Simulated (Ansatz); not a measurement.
Born–Oppenheimer molecular dynamics of FH$_{9}$Si$_{4}$ (14 atoms, charge 0, multiplicity 1). It goes on from the last frame of an earlier run, with new velocities.

Computed with RKS B3LYP-D4/STO-3G (Ansatz).

```
ensemble                      : NVE (velocity Verlet)
time step                     : 0.5 fs
steps asked                   : 150
starting velocities drawn for : 200 K
seed                          : 332981
```

Frames 1 fs apart, positions in Å, forces in eV/Å.

Velocities at 25 fs (Å/ps):

```
Si 1.11 -4.25 1.30
F 0.75 0.55 -1.65
Si -0.11 -0.50 1.38
H -14.25 14.81 -9.63
H 6.03 14.72 -10.58
H -10.49 -0.92 -3.30
Si -1.92 2.86 -2.23
H 15.51 8.44 14.71
H 2.41 5.79 2.14
H 3.55 7.78 19.44
Si 0.73 -0.76 -0.20
H -4.06 12.96 -1.56
H -6.15 -1.50 -2.47
H -1.57 1.41 15.62
```

```xyz
14
Properties=species:S:1:pos:R:3:forces:R:3 time_fs=25 energy_less_start_eV=0.116 T=125
Si 0.004 -0.070 0.045 0.16 -0.59 0.28
F -0.012 -0.378 1.680 0.19 0.21 0.22
Si 2.107 0.072 -0.780 1.03 -0.69 0.57
H 2.816 -1.221 -0.827 -0.47 0.57 -0.02
H 2.108 0.598 -2.121 -0.04 0.14 -0.09
H 2.937 0.920 0.074 -0.25 -0.07 -0.35
Si -0.962 1.864 -0.509 0.41 0.17 -0.65
H -2.341 1.946 -0.139 -0.33 0.22 0.15
H -0.181 2.993 -0.017 -0.36 -0.14 -0.12
H -0.876 1.821 -1.966 -0.14 0.35 0.33
Si -1.051 -1.844 -0.868 -0.07 -0.85 -0.20
H -2.019 -2.479 0.024 0.21 0.27 -0.24
H -1.668 -1.552 -2.114 -0.70 0.54 -0.36
H -0.159 -2.872 -1.342 0.36 -0.13 0.48
14
Properties=species:S:1:pos:R:3:forces:R:3 time_fs=26 energy_less_start_eV=0.079 T=149
Si 0.005 -0.075 0.047 0.09 -0.38 0.11
F -0.011 -0.377 1.679 0.19 0.18 0.33
Si 2.107 0.071 -0.779 0.63 -0.18 0.00
H 2.800 -1.204 -0.837 -0.18 0.11 -0.01
H 2.114 0.613 -2.131 -0.07 -0.03 0.31
H 2.925 0.918 0.069 -0.09 0.04 -0.18
Si -0.963 1.867 -0.512 0.79 0.15 -0.02
H -2.327 1.956 -0.124 -0.60 0.22 0.17
H -0.181 2.998 -0.015 -0.40 -0.24 -0.15
H -0.873 1.831 -1.945 -0.16 0.33 -0.24
Si -1.051 -1.845 -0.868 -0.24 -0.61 -0.36
H -2.022 -2.465 0.021 0.14 0.19 -0.15
H -1.677 -1.551 -2.118 -0.55 0.47 -0.19
H -0.159 -2.871 -1.324 0.44 -0.27 0.38
14
Properties=species:S:1:pos:R:3:forces:R:3 time_fs=27 energy_less_start_eV=0.071 T=154
Si 0.006 -0.079 0.048 0.03 -0.18 -0.07
F -0.010 -0.377 1.677 0.18 0.15 0.44
Si 2.108 0.071 -0.777 0.15 0.37 -0.49
H 2.782 -1.186 -0.847 0.15 -0.44 -0.01
H 2.119 0.628 -2.139 -0.10 -0.18 0.62
H 2.913 0.918 0.063 0.10 0.17 0.02
Si -0.965 1.870 -0.514 0.93 0.09 0.60
H -2.319 1.968 -0.107 -0.70 0.20 0.15
H -0.184 3.001 -0.015 -0.37 -0.25 -0.15
H -0.872 1.843 -1.927 -0.17 0.30 -0.80
Si -1.050 -1.846 -0.869 -0.37 -0.35 -0.65
H -2.024 -2.449 0.017 0.03 0.09 -0.03
H -1.692 -1.546 -2.124 -0.32 0.36 0.08
H -0.154 -2.873 -1.303 0.45 -0.33 0.29
14
Properties=species:S:1:pos:R:3:forces:R:3 time_fs=28 energy_less_start_eV=0.080 T=149
Si 0.007 -0.084 0.049 -0.04 0.02 -0.24
F -0.009 -0.376 1.676 0.18 0.12 0.55
Si 2.108 0.070 -0.776 -0.28 0.83 -0.82
H 2.766 -1.173 -0.857 0.45 -0.92 -0.02
H 2.123 0.641 -2.141 -0.13 -0.27 0.78
H 2.901 0.919 0.057 0.28 0.28 0.20
Si -0.966 1.873 -0.516 0.81 -0.04 1.07
H -2.318 1.981 -0.088 -0.60 0.16 0.07
H -0.191 3.001 -0.017 -0.27 -0.18 -0.11
H -0.872 1.859 -1.917 -0.19 0.28 -1.17
Si -1.049 -1.847 -0.869 -0.43 -0.16 -0.98
H -2.025 -2.432 0.013 -0.10 -0.02 0.11
H -1.709 -1.537 -2.129 -0.07 0.22 0.35
H -0.146 -2.878 -1.278 0.38 -0.32 0.21
14
Properties=species:S:1:pos:R:3:forces:R:3 time_fs=29 energy_less_start_eV=0.076 T=151
Si 0.008 -0.088 0.051 -0.10 0.20 -0.40
F -0.008 -0.375 1.675 0.18 0.10 0.65
Si 2.108 0.070 -0.775 -0.52 1.05 -0.92
H 2.754 -1.167 -0.867 0.62 -1.17 -0.02
H 2.126 0.652 -2.135 -0.15 -0.30 0.77
H 2.893 0.922 0.052 0.39 0.33 0.31
Si -0.967 1.876 -0.518 0.50 -0.21 1.22
H -2.322 1.996 -0.069 -0.34 0.11 -0.06
H -0.200 3.000 -0.019 -0.13 -0.05 -0.04
H -0.874 1.877 -1.917 -0.21 0.25 -1.21
Si -1.049 -1.848 -0.870 -0.41 -0.06 -1.23
H -2.028 -2.416 0.009 -0.20 -0.12 0.23
H -1.728 -1.526 -2.131 0.15 0.09 0.54
H -0.133 -2.886 -1.252 0.23 -0.22 0.15
14
Properties=species:S:1:pos:R:3:forces:R:3 time_fs=30 energy_less_start_eV=0.049 T=169
Si 0.010 -0.093 0.052 -0.15 0.36 -0.54
F -0.007 -0.374 1.675 0.17 0.08 0.73
Si 2.108 0.070 -0.774 -0.51 0.94 -0.78
H 2.748 -1.173 -0.877 0.61 -1.07 -0.01
H 2.128 0.660 -2.123 -0.17 -0.25 0.59
H 2.888 0.929 0.051 0.42 0.28 0.34
Si -0.968 1.879 -0.519 0.10 -0.37 1.03
H -2.329 2.012 -0.050 -0.02 0.03 -0.21
H -0.210 2.998 -0.022 0.03 0.11 0.05
H -0.878 1.897 -1.929 -0.25 0.22 -0.90
Si -1.049 -1.849 -0.872 -0.34 -0.08 -1.32
H -2.032 -2.400 0.008 -0.25 -0.17 0.29
H -1.745 -1.514 -2.127 0.32 -0.03 0.62
H -0.119 -2.897 -1.224 0.03 -0.07 0.10
14
Properties=species:S:1:pos:R:3:forces:R:3 time_fs=31 energy_less_start_eV=0.017 T=189
Si 0.011 -0.097 0.053 -0.20 0.50 -0.67
F -0.006 -0.373 1.674 0.16 0.07 0.78
Si 2.108 0.070 -0.774 -0.25 0.55 -0.44
H 2.747 -1.189 -0.887 0.44 -0.66 0.04
H 2.128 0.665 -2.104 -0.18 -0.14 0.27
H 2.886 0.939 0.052 0.35 0.15 0.28
Si -0.969 1.881 -0.520 -0.26 -0.49 0.60
H -2.337 2.029 -0.034 0.28 -0.04 -0.34
H -0.220 2.997 -0.024 0.18 0.26 0.12
H -0.885 1.920 -1.949 -0.28 0.17 -0.36
Si -1.049 -1.851 -0.873 -0.26 -0.18 -1.19
H -2.039 -2.386 0.010 -0.22 -0.18 0.28
H -1.759 -1.502 -2.118 0.41 -0.10 0.57
H -0.104 -2.907 -1.196 -0.17 0.10 0.05
14
Properties=species:S:1:pos:R:3:forces:R:3 time_fs=32 energy_less_start_eV=0.011 T=193
Si 0.012 -0.101 0.053 -0.25 0.62 -0.76
F -0.005 -0.372 1.675 0.16 0.06 0.82
Si 2.108 0.071 -0.774 0.14 0.02 0.05
H 2.751 -1.211 -0.897 0.19 -0.09 0.09
H 2.126 0.670 -2.083 -0.18 0.01 -0.15
H 2.889 0.949 0.057 0.23 -0.05 0.15
Si -0.970 1.884 -0.521 -0.50 -0.53 0.11
H -2.342 2.045 -0.020 0.48 -0.11 -0.44
H -0.229 2.999 -0.025 0.29 0.35 0.17
H -0.894 1.944 -1.973 -0.31 0.10 0.24
Si -1.049 -1.852 -0.875 -0.20 -0.33 -0.85
H -2.047 -2.374 0.014 -0.11 -0.15 0.21
H -1.769 -1.491 -2.103 0.42 -0.15 0.38
H -0.091 -2.917 -1.167 -0.35 0.23 -0.02
14
Properties=species:S:1:pos:R:3:forces:R:3 time_fs=33 energy_less_start_eV=0.043 T=173
Si 0.013 -0.105 0.054 -0.29 0.72 -0.83
F -0.003 -0.371 1.675 0.15 0.06 0.83
Si 2.108 0.072 -0.773 0.54 -0.48 0.54
H 2.756 -1.234 -0.906 -0.06 0.46 0.14
H 2.123 0.674 -2.064 -0.18 0.17 -0.55
H 2.893 0.960 0.062 0.08 -0.26 0.00
Si -0.971 1.887 -0.522 -0.58 -0.46 -0.30
H -2.343 2.059 -0.011 0.56 -0.16 -0.48
H -0.234 3.004 -0.025 0.33 0.33 0.17
H -0.906 1.969 -1.994 -0.30 0.01 0.74
Si -1.049 -1.854 -0.878 -0.17 -0.48 -0.34
H -2.057 -2.364 0.021 0.04 -0.09 0.08
H -1.775 -1.482 -2.085 0.36 -0.15 0.09
H -0.082 -2.925 -1.137 -0.47 0.31 -0.10
14
Properties=species:S:1:pos:R:3:forces:R:3 time_fs=34 energy_less_start_eV=0.092 T=141
Si 0.013 -0.109 0.054 -0.33 0.81 -0.86
F -0.002 -0.370 1.676 0.14 0.06 0.82
Si 2.108 0.072 -0.773 0.85 -0.82 0.90
H 2.761 -1.252 -0.914 -0.24 0.87 0.18
H 2.118 0.680 -2.050 -0.17 0.28 -0.82
H 2.898 0.968 0.068 -0.04 -0.43 -0.14
Si -0.972 1.889 -0.523 -0.47 -0.30 -0.55
H -2.338 2.073 -0.006 0.50 -0.20 -0.46
H -0.237 3.012 -0.023 0.29 0.21 0.13
H -0.921 1.994 -2.009 -0.28 -0.07 1.05
Si -1.049 -1.855 -0.881 -0.16 -0.58 0.25
H -2.067 -2.354 0.028 0.20 -0.03 -0.05
H -1.777 -1.474 -2.066 0.24 -0.12 -0.26
H -0.076 -2.930 -1.109 -0.52 0.31 -0.20
14
Properties=species:S:1:pos:R:3:forces:R:3 time_fs=35 energy_less_start_eV=0.127 T=119
Si 0.014 -0.112 0.054 -0.36 0.88 -0.87
F 0.000 -0.369 1.678 0.13 0.06 0.78
Si 2.108 0.072 -0.772 1.02 -0.93 1.00
H 2.763 -1.263 -0.920 -0.33 1.09 0.20
H 2.111 0.689 -2.043 -0.16 0.28 -0.87
H 2.903 0.972 0.072 -0.13 -0.54 -0.22
Si -0.973 1.891 -0.524 -0.20 -0.09 -0.60
H -2.329 2.084 -0.006 0.31 -0.21 -0.38
H -0.237 3.023 -0.019 0.20 0.02 0.05
H -0.939 2.019 -2.014 -0.24 -0.14 1.15
Si -1.049 -1.857 -0.883 -0.19 -0.59 0.81
H -2.074 -2.344 0.034 0.32 0.01 -0.16
H -1.778 -1.467 -2.050 0.10 -0.08 -0.59
H -0.076 -2.932 -1.083 -0.48 0.23 -0.30
14
Properties=species:S:1:pos:R:3:forces:R:3 time_fs=36 energy_less_start_eV=0.131 T=116
Si 0.015 -0.115 0.054 -0.38 0.94 -0.85
F 0.002 -0.368 1.679 0.12 0.07 0.71
Si 2.109 0.072 -0.771 1.02 -0.80 0.83
H 2.763 -1.263 -0.925 -0.33 1.09 0.19
H 2.103 0.700 -2.045 -0.14 0.18 -0.68
H 2.906 0.970 0.074 -0.15 -0.56 -0.24
Si -0.975 1.893 -0.525 0.17 0.10 -0.48
H -2.317 2.094 -0.009 0.03 -0.21 -0.25
H -0.235 3.033 -0.016 0.10 -0.19 -0.03
H -0.959 2.042 -2.007 -0.18 -0.19 1.02
Si -1.049 -1.859 -0.885 -0.26 -0.49 1.22
H -2.079 -2.335 0.039 0.38 0.03 -0.23
H -1.777 -1.461 -2.039 0.01 -0.06 -0.83
H -0.081 -2.931 -1.060 -0.38 0.09 -0.39
```

Of the whole run (75 fs, mean temperature of the second half 140 K): The conserved energy stayed within 0.075 meV per atom of its start (net change 0.0024 meV per atom), so the integration is sound. A run of 0.075 ps of so small a system gives no equilibrium averages. Limits of this set-up: minimal basis.

The run took 9.3 min on 1 thread of Arm Neoverse V1 (shared host), peak memory 0.13 GiB.
